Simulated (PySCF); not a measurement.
# How methods differ on the ionisation energy of Rh⁺

Rh⁺ [Kr] 4d8 (3F) → Rh²⁺ [Kr] 4d7 (4F), as a difference of total energies. Computed with PySCF 2.14 in x2c-TZVPPall with one added diffuse shell each of s, p, d, f type (9s7p7d3f1g, 95 functions), with scalar relativity by spin-free X2C-1e. Correlated levels: valence: [Kr] frozen. The calculations carry no spin-orbit coupling.

```
           method  ionisation energy (eV)
              UHF                  16.152
    MP2 (valence)                  17.868
SCS-MP2 (valence)                  17.876
   CCSD (valence)                  17.671
CCSD(T) (valence)                  17.769
```

**Question.** How much does correlation contribute at CCSD(T) (valence)?

**Answer.** 17.769 − (16.152) = 1.617 eV, measured against UHF.

A first-order spin-orbit estimate (lowest level to lowest level, LS coupling) adds -0.022 eV.

Errors of the correlated levels include the incompleteness of this basis and the frozen core.

For comparison: 18.08 eV (semi-empirical (NIST evaluation); NIST Atomic Spectra Database, ionization energies).
